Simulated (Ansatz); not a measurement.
Calculated with Ansatz (gas phase, PBE0-D4/def2-TZVP geometries, no zero-point term in ΔE). CCSD(T)/CBS adds triple-zeta CCSD(T) − MP2 to the extrapolated MP2 energy (def2 sets, frozen cores). For Ge outer-core shells are correlated without core-valence functions, which leaves a few kJ/mol of doubt a bond. Scalar relativity is left out up to krypton. Each species was taken in one conformer, which may not be the lowest.

Consider the cleavage of the Ge–Si bond: `CO[SiH](F)[GeH3]` + `[SiH3][SiH2]S` → `[SiH3][SiH2][S][GeH3]` + `CO[SiH2]F`.

```tsv
level	ΔE (kJ/mol)
SCS-MP2/def2-TZVPP	-53.6
CCSD(T)/def2-TZVPP	-45.7
HF/def2-QZVPP	-53.2
HF/CBS(def2)	-53.2
```

Problem. What does CCSD(T)/CBS give? (Estimate.)

Solution. The calculation gave: -45.8 kJ/mol. The listed levels differ from it by -7.8, 0.1, -7.4, -7.4 kJ/mol.

Largest T1 diagnostic among the species: 0.012.

From PBE to PBE0 (25 % exact exchange), in def2-TZVPP and without D4, ΔE moves by −4.9 kJ/mol. The D4 term adds −5.4 kJ/mol with B3LYP and −3.0 kJ/mol with PBE0; it sums over pairs of atoms, weighted by their polarisabilities, and B3LYP, whose exchange is more repulsive, gets the larger term.

B3LYP here is the variant with VWN-RPA as its local correlation; programs differ in this.

CCSD(T)/CBS has its own doubt, a few kJ/mol and more with outer-core shells, so smaller differences from it don't rank the levels.
